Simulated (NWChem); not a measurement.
Molecule: BO, doublet; SMILES [B]=O

Computed with NWChem. Spin-unrestricted. Geometry: optimised at PBE-D3(BJ)/def2-SVP, spin-unrestricted. No stability test was run on the SCF state. Total energies compare along this basis series because the functional is fixed.

```json
[
 {"level": "B3LYP/cc-pVDZ", "basis functions": "28", "energy (Ha)": "-100.0326", "highest occupied level (eV)": "-9.43", "lowest empty minus highest occupied level, either spin (eV)": "4.68", "dipole (D)": "2.07", "relative time": "1"},
 {"level": "B3LYP/aug-cc-pVDZ", "basis functions": "46", "energy (Ha)": "-100.0403", "highest occupied level (eV)": "-9.64", "lowest empty minus highest occupied level, either spin (eV)": "4.63", "dipole (D)": "2.43", "relative time": "2"},
 {"level": "B3LYP/cc-pVTZ", "basis functions": "60", "energy (Ha)": "-100.0654", "highest occupied level (eV)": "-9.55", "lowest empty minus highest occupied level, either spin (eV)": "4.62", "dipole (D)": "2.34", "relative time": "3"},
 {"level": "B3LYP/aug-cc-pVTZ", "basis functions": "92", "energy (Ha)": "-100.0668", "highest occupied level (eV)": "-9.61", "lowest empty minus highest occupied level, either spin (eV)": "4.61", "dipole (D)": "2.45", "relative time": "8"},
 {"level": "B3LYP/cc-pVQZ", "basis functions": "110", "energy (Ha)": "-100.0741", "highest occupied level (eV)": "-9.59", "lowest empty minus highest occupied level, either spin (eV)": "4.62", "dipole (D)": "2.42", "relative time": "10"}
]
```

Relative times are rough (shared machine, one core).
